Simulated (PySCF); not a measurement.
C₅H₄FN.
Atom-mapped SMILES: `[N:1]#[C:2][C@:3]1([F:4])[CH:5]=[CH:6][CH2:7]1` (hydrogens: H8 on C5; H9 on C6; H10, H11 on C7)

Structure used (PBE0-D3(BJ)/def2-SVP), in Å, numbered top down from 1:
```
atom  x, y, z in Å
N1     2.9255    0.1004    0.2439
C2     1.8277    0.1687   -0.1135
C3     0.4260    0.2527   -0.5451
F4     0.3953    0.5834   -1.8706
C5    -0.4757    1.0616    0.3587
C6    -1.1926   -0.0097    0.7254
C7    -0.4507   -0.9814   -0.1602
H8    -0.4714    2.1223    0.6145
H9    -2.0118   -0.1523    1.4343
H10   -1.0079   -1.3532   -1.0334
H11    0.0722   -1.8177    0.3296
```

Method: core-valence-separated Tamm–Dancoff BHandHLYP/aug-pcX-1 (pcseg-1 on H) in PySCF, non-relativistic, gas phase, PBE0-D3(BJ)/def2-SVP geometry. BHandHLYP without relativity tends to put these K edges a few eV too low, so spacings mean more than positions.

The lowest roots of each edge with f over 0.003 (five at most, numbered afresh; weaker and dark ones are left out), with transition dipoles (au) in the frame of the coordinates:

```csv
root,edge,E (eV),f,μx,μy,μz
1,C,282.56,0.0636,0.0640,-0.0181,0.0690
2,C,282.76,0.0580,0.0575,-0.0153,0.0694
3,C,283.72,0.0568,0.0267,0.0221,-0.0835
4,C,283.95,0.0626,-0.0012,0.0920,0.0231
5,C,286.38,0.0371,-0.0528,-0.0383,0.0320
6,N,397.01,0.0633,0.0250,0.0195,-0.0742
7,N,397.41,0.0624,-0.0012,0.0777,0.0193
8,F,684.71,0.0280,0.0040,-0.0084,0.0398
9,F,686.96,0.0075,0.0094,-0.0028,0.0187
10,F,687.42,0.0055,0.0060,-0.0171,-0.0003
11,F,688.03,0.0030,-0.0060,-0.0040,0.0113
```

Problem. Molecules are fixed in this frame and the field points along (1, 0, −1)/√2. What effective strengths 3 f cos²θ do the roots have (θ between field and μ)?

Solution. root 1 (C6): 0.000, root 2 (C5): 0.001, root 3 (C2): 0.127, root 4 (C2): 0.006, root 5 (C7): 0.076, root 6 (N1): 0.144, root 7 (N1): 0.006, root 8 (F4): 0.032, root 9 (F4): 0.002, root 10 (F4): 0.001, root 11 (F4): 0.008. Root 6 is the strongest. Averaged over all orientations cos²θ is 1/3, which gives f back.

On an INTEL XEON PLATINUM 8581C at 2.30 GHz with one thread (shared host), this took 18 s of wall time and 1.1 GiB of memory at its peak.
